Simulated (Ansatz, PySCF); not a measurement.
Dissociation curve of AlH, singlet.

Methods: RCCSD(T) = CCSD(T) on RHF/aug-cc-pVTZ, frozen core (Ansatz, a program for electronic structure); RKS-PBE = restricted PBE/aug-cc-pVTZ run with Ansatz; UMP2/6-31G* = unrestricted MP2 (frozen core)/6-31G*, spherical d run with PySCF.

Total energies in hartree (comparable only within one method and basis):

```tsv
R / Å	RCCSD(T)	RKS-PBE	UMP2/6-31G*
1.23	-242.48248	-242.77264	-242.40667
1.34	-242.51703	-242.80741	-242.44350
1.41	-242.53047	-242.82120	-242.45812
1.51	-242.54165	-242.83303	-242.47063
1.56	-242.54458	-242.83634	-242.47410
1.60	-242.54593	-242.83802	-242.47583
1.66	-242.54661	-242.83920	-242.47700
1.70	-242.54632	-242.83924	-242.47698
1.79	-242.54397	-242.83766	-242.47516
1.85	-242.54141	-242.83561	-242.47290
1.91	-242.53827	-242.83296	-242.46972
2.05	-242.52947	-242.82522	-242.46006
2.25	-242.51523	-242.81219	-242.44432
2.51	-242.49669	-242.79462	-242.41846
2.74	-242.48177	-242.77997	-242.40381
2.98	-242.46839	-242.76623	-242.39521
3.33	-242.45349	-242.74937	-242.38882
3.71	-242.44406	-242.73511	-242.38579
4.07	—	-242.72492	-242.38457
4.41	—	-242.71768	-242.38405
5.04	—	-242.70871	-242.38369
5.77	—	-242.70292	-242.38357
6.61	—	-242.69948	-242.38354
```

Dashes: no converged value, or the column stops at the first point that the program doubted or that broke a chosen test of continuity, which isn't proof of a fault.

The T1 diagnostic of CCSD on the restricted reference of RCCSD(T) exceeds 0.045 at 2.98 to 6.61 Å. The restricted form behind RKS-PBE keeps the bonding electrons paired and can't separate into open-shell fragments. The unrestricted determinant behind UMP2/6-31G* is spin-contaminated at 1.23 to 1.79, 2.51 to 6.61 Å (<S²> up to 1.0, against 0.00 for a pure singlet).
